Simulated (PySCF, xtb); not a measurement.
B(AsH2)(F)(H) (AsBFH3), SMILES B(F)[AsH2].

GFN2-xTB run with xtb at its own geometry gives an orbital gap of 3.44 eV and a dipole moment of 0.97 D.

The structure is a stationary point at PBE-D3(BJ)/def2-TZVP.

Task: What does CAM-B3LYP/def2-TZVPD (PySCF) give? (An estimate is asked for; the answer gives what the named calculation found.)

Result: gap 8.59 eV (levels -8.88 and -0.30 eV), dipole 0.78 D.
